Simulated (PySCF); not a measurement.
A structure optimised at B3LYP-D3(BJ)/def2-SVP, used in a PySCF frequency run:

```xyz
9

B      0.6537    -0.2752     0.0708
As    -0.9324    -1.0490     1.1431
H     -0.5298    -2.5176     0.9630
H     -1.8751    -1.0592    -0.0563
As     0.3575     1.3046    -1.2113
H      1.5069     2.1460    -0.6605
H     -0.6977     1.9821    -0.3395
O      1.9114    -0.7573     0.1609
H      2.0084    -1.5520     0.7033
```

### Question
Write its SMILES and formula.

### Answer
OB([AsH2])[AsH2], As₂BH₅O

### Question
What are its rotational constants (standard atomic weights)?

### Answer
4.8941, 1.0148, 0.85247 GHz
